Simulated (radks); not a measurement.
The rhodium ion Rh4+, 41 electrons, occupied as [Kr] 4d5 (the NIST ground configuration).

Method: scalar-relativistic Kohn-Sham, r2SCAN, spin-polarised, spherical densities, finite nucleus; open shells are filled with parallel spins first (spin-orbit coupling, left out, can overturn this in heavy ions); meta-GGA in the generalised Kohn-Sham scheme; Fermi nuclear charge, rms radius 4.4945 fm; computed with a radial shooting solver on a logarithmic mesh with Libxc functionals.

Energy parts (eV):
total: -130099.188
kinetic: 134747.550
electron-nucleus: -311833.282
Hartree: 50729.703
exchange-correlation: -3743.160

Orbitals (lengths in bohr, moments of r in powers of bohr):
[
 {"orbital": "1s down", "occ.": "1", "eigenvalue (eV)": "-23139.80", "<r^2>": "0.001439", "<r>": "0.03263", "<1/r>": "47.05"},
 {"orbital": "1s up", "occ.": "1", "eigenvalue (eV)": "-23139.77", "<r^2>": "0.001439", "<r>": "0.03263", "<1/r>": "47.05"},
 {"orbital": "2s up", "occ.": "1", "eigenvalue (eV)": "-3415.361", "<r^2>": "0.02373", "<r>": "0.1418", "<1/r>": "10.67"},
 {"orbital": "2s down", "occ.": "1", "eigenvalue (eV)": "-3413.946", "<r^2>": "0.02372", "<r>": "0.1418", "<1/r>": "10.67"},
 {"orbital": "2p up", "occ.": "3", "eigenvalue (eV)": "-3063.642", "<r^2>": "0.01870", "<r>": "0.1237", "<1/r>": "10.32"},
 {"orbital": "2p down", "occ.": "3", "eigenvalue (eV)": "-3062.608", "<r^2>": "0.01869", "<r>": "0.1237", "<1/r>": "10.32"},
 {"orbital": "3s up", "occ.": "1", "eigenvalue (eV)": "-660.3884", "<r^2>": "0.1737", "<r>": "0.3896", "<1/r>": "3.725"},
 {"orbital": "3s down", "occ.": "1", "eigenvalue (eV)": "-660.0112", "<r^2>": "0.1737", "<r>": "0.3897", "<1/r>": "3.722"},
 {"orbital": "3p up", "occ.": "3", "eigenvalue (eV)": "-543.8776", "<r^2>": "0.1765", "<r>": "0.3897", "<1/r>": "3.542"},
 {"orbital": "3p down", "occ.": "3", "eigenvalue (eV)": "-543.3445", "<r^2>": "0.1765", "<r>": "0.3898", "<1/r>": "3.539"},
 {"orbital": "3d up", "occ.": "5", "eigenvalue (eV)": "-358.2973", "<r^2>": "0.1638", "<r>": "0.3701", "<1/r>": "3.308"},
 {"orbital": "3d down", "occ.": "5", "eigenvalue (eV)": "-357.1961", "<r^2>": "0.1636", "<r>": "0.3701", "<1/r>": "3.306"},
 {"orbital": "4s up", "occ.": "1", "eigenvalue (eV)": "-139.6095", "<r^2>": "1.066", "<r>": "0.9719", "<1/r>": "1.406"},
 {"orbital": "4s down", "occ.": "1", "eigenvalue (eV)": "-134.0741", "<r^2>": "1.055", "<r>": "0.9662", "<1/r>": "1.419"},
 {"orbital": "4p up", "occ.": "3", "eigenvalue (eV)": "-106.1062", "<r^2>": "1.267", "<r>": "1.056", "<1/r>": "1.273"},
 {"orbital": "4p down", "occ.": "3", "eigenvalue (eV)": "-100.2140", "<r^2>": "1.255", "<r>": "1.050", "<1/r>": "1.286"},
 {"orbital": "4d up", "occ.": "5", "eigenvalue (eV)": "-56.9179", "<r^2>": "1.947", "<r>": "1.295", "<1/r>": "1.012"},
 {"orbital": "4d down", "occ.": "0", "eigenvalue (eV)": "-50.5235", "<r^2>": "1.964", "<r>": "1.295", "<1/r>": "1.019"}
]

The highest occupied level is 4d up at -56.918 eV. The density falls to 0.001 e/bohr^3 at r = 2.93 bohr. Summed over all electrons, <r^2> = 22.63 bohr^2, which gives a Langevin (diamagnetic) susceptibility term of -17.9 x 10^-6 cm^3/mol. For comparison, the ionisation energy in NIST's Atomic Spectra Database is 63 eV (theoretical). In exact Kohn-Sham theory the highest level is minus the ionisation energy, but local and semilocal functionals leave it too shallow, through self-interaction and a potential that decays too fast; potentials with the right tail come closer. Spin moment in Bohr magnetons: 5.
